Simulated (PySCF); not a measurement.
A GIAO shielding run with PySCF 2.14 (density fitting, non-relativistic, gas phase) on `C#C[SiH2]/C(=C\SC)CC`, C₇H₁₂SSi:

```
$ OMP_NUM_THREADS=1 python probes_run.py task.json out

{"job": {"kind": "nmr", "xc": "PBE0", "basis": "pcSseg-1"}, "charge": 0, "multiplicity": 1}
C      2.254696     3.257247    -0.954646
C      1.337186     2.492827    -1.090335
Si    -0.081769     1.322767    -1.312929
C     -0.032998     0.117376     0.140657
C     -1.070212    -0.667026     0.423382
S     -2.579582    -0.688559    -0.474961
C     -3.500974    -1.919045     0.500176
C      1.218657     0.007207     0.967517
C      2.337925    -0.664226     0.173258
H      3.057309     3.927592    -0.833768
H      0.097959     0.609067    -2.585516
H     -1.325732     2.098950    -1.299256
H     -1.063266    -1.366694     1.249075
H     -4.482711    -2.006956     0.046106
H     -3.596310    -1.575870     1.526576
H     -2.986895    -2.875537     0.458971
H      1.020179    -0.570361     1.875362
H      1.544670     1.007701     1.261639
H      3.232845    -0.760599     0.784125
H      2.580171    -0.072189    -0.706348
H      2.029932    -1.656729    -0.149557
```

Hardware: 1 thread of an Arm Neoverse V2, shared host. The job also computes population analyses, field gradients.

(1) How large is the calculation?

(2) How long does it take, and how much memory does it need?

## Answers

(1) 84 electrons, 227 basis functions and 1219 auxiliary functions.

(2) 51 s of wall time, with 14 SCF cycles and 5 response iterations; peak memory 1.1 GiB. Times on a shared host scatter by some tens of per cent.
